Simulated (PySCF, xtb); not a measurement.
C2BrCl2F, SMILES C(/Br)(Cl)=C(/F)Cl.

GFN2-xTB (xtb 6.7.1) at its own geometry gives an orbital gap of 3.80 eV and a dipole moment of 2.79 D.

Geometry: PBE0-D3(BJ)/def2-SVP. The structure was generated by enumeration; whether it is a known compound was not checked.

Problem. What does PySCF with HF/def2-TZVP give? (The exact figures need the calculation; the answer reports its results.)

Solution. gap 13.06 eV (levels -9.89 and 3.17 eV), dipole 0.46 D.
